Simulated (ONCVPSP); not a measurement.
# What one change does to a pseudopotential (Sr (Z = 38), ONCV)

Sr (Z = 38), optimised norm-conserving Vanderbilt (ONCV), made with ONCVPSP 4.0.1 (PBEsol, scalar-relativistic). Core [Kr], reference 5s1.5 5p0.5. Waves: 5s: rc 3.95 bohr, ncon 4, nbas 7, qcut 1.8 1/bohr, 2 projectors, debl 2.2 Ha; 5p: rc 3.70 bohr, ncon 4, nbas 9, qcut 2.5 1/bohr, 3 projectors, debl 0.8 Ha; d scattering state at 0.06 Ha: rc 4.20 bohr, ncon 5, nbas 8, qcut 2.3 1/bohr, 2 projectors, debl 0.3 Ha. Local part: polynomial inside 3.40 bohr (lpopt 5, dvloc0 1 Ha). Core correction: none.

In the d channel the program set the typed energies aside and used -0.064, 0.236 Ha.

Change: s: qcut 1.3.

Cutoffs: the cutoffs (Ha) at which the residual kinetic energy of the hardest occupied pseudo-wave falls to 1 and 0.1 mHa per electron; they do not see the model core or the augmentation charge, which bear on the density cutoff. Errors are all-electron minus pseudo energies relative to the spin-unpolarised reference configuration.

Predict the effect on cutoff, ghosts and configuration errors.

The potential gets harder (1.5 Ha and 4.2 Ha → 2.9 Ha and 6.8 Ha); both files keep a bound ghost (p); of the 4 tests that both files solve, the error grows in 0 and shrinks in 1 by more than 15 % and 0.3 meV (median size 5.5 → 5.8 meV).

```tsv
quantity	base	changed
cutoff, loose	1.5 Ha	2.9 Ha
cutoff, tight	4.2 Ha	6.8 Ha
loose cutoff by channel	s 1.5 Ha, p 0.7 Ha	s 2.9 Ha, p 0.7 Ha
bound ghosts	p	p
GHOST(+) flags under 300 eV	s at 66.5 eV	s at 68.1 eV
error for 5s2 5p0, meV [ΔE -1.15 eV]	+1.2	+0.5
error for 5s1 5p0, meV [ΔE 4.75 eV]	-8.0	-8.7
error for 5s1.5 5p0, meV [ΔE 1.20 eV]	-2.9	-2.9
error for 4d0.5 5s1.5 5p0, meV [ΔE 0.00 eV]	+55	+54
s: phases at 4.01 bohr within 0.05 rad from the reference energy up to (Ha; the scan ends near 5)	0.6	0.7
p: phases at 3.76 bohr within 0.05 rad from the reference energy up to (Ha; the scan ends near 5)	3.5	3.5
d: phases at 4.26 bohr within 0.05 rad from the reference energy up to (Ha; the scan ends near 5)	1.5	1.5
```

Base: The cutoffs count occupied waves only; projector 3 of the p channel, the hardest unoccupied one, needs 25 Ha at the loose tolerance. Changed file: The cutoffs count occupied waves only; projector 3 of the p channel, the hardest unoccupied one, needs 25 Ha at the loose tolerance. A true bound ghost makes a file unfit for plane-wave use even where its test errors are small: the radial tests pick states by their node count and pass the ghost by.
